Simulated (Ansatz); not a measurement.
A nudged elastic band was laid between two geometries of BClFH3O (7 atoms, charge 0, multiplicity 1).

The calculation used Ansatz, RKS revPBE-D4/def2-SVP.

```yaml
movable_images: 9
climbing_image: yes
spring: 5.0 eV/Å²
optimiser: quadratic models (default)
start_path: through a guess of the saddle point
force_threshold: 0.03 eV/Å
iteration_limit: 60
end_points: relaxed
```

Initial state:

```xyz
7
Properties=species:S:1:pos:R:3
B 0.053 -0.063 0.149
Cl -0.069 0.552 1.896
H 1.076 0.220 -0.440
F -1.129 -0.014 -0.546
O 0.187 -1.784 0.450
H -0.656 -2.138 0.090
H 0.075 -1.802 1.429
```

Final state:

```xyz
7
Properties=species:S:1:pos:R:3
B -0.045 -0.408 -0.613
Cl 0.360 -0.281 3.244
H 0.826 0.426 -0.504
F -0.962 -0.325 -1.588
O -0.089 -1.453 0.271
H -0.839 -2.059 0.104
H 0.287 -0.930 2.112
```

Which bonds break or form, and what moves?

Bonds broken: B1–Cl2, O5–H7. Bonds formed: Cl2–H7. BClFH3O becomes BFH2O + ClH.

Give the energies along the band, and the barrier.

It converged. The highest image is number 3 of 0 to 10, 0.52 eV above the first end and 0.71 eV above the last; the last end lies 0.19 eV below the first. A vibrational analysis at the climbing image gives one clearly imaginary mode, 834i cm⁻¹: a first-order saddle point. The orbitals stay closed-shell, which can raise the energy where a bond breaks towards radicals; this wasn't checked here.

```tsv
image	path coordinate (Å)	energy (eV)	B1–Cl2 (Å)	O5–H7 (Å)	Cl2–H7 (Å)
0	0.00	0.00	1.86	0.99	2.40
1	0.28	0.06	1.91	1.00	2.08
2	0.57	0.29	2.05	1.07	1.79
3	0.85	0.52	2.25	1.26	1.54
4	1.19	0.22	2.53	1.59	1.37
5	1.53	-0.06	2.87	1.86	1.31
6	1.87	-0.15	3.18	2.05	1.31
7	2.21	-0.18	3.43	2.07	1.30
8	2.55	-0.18	3.61	2.02	1.31
9	2.89	-0.18	3.76	1.97	1.31
10	3.23	-0.19	3.88	1.95	1.31
```

What is the geometry of the highest image?


```xyz
7
Properties=species:S:1:pos:R:3:forces:R:3
B 0.053 -0.289 -0.069 -0.01 0.01 -0.01
Cl -0.057 0.158 2.131 0.00 0.00 0.00
H 1.072 0.257 -0.417 0.00 0.00 0.00
F -1.136 0.005 -0.626 0.01 0.00 0.00
O 0.177 -1.737 0.337 0.01 0.00 0.00
H -0.681 -2.183 0.173 0.00 0.00 0.00
H 0.109 -1.240 1.497 0.00 -0.01 0.00
```

What are the harmonic wavenumbers there?

834i, 216, 396, 453, 497, 517, 870, 938, 1028, 1106, 1131, 1276, 1500, 2645, 3654 cm⁻¹.

Time of the run: 110 s on 1 thread of AMD EPYC 9R45 96-Core Processor (Zen 5), with other jobs on the host, peak memory 0.17 GiB.
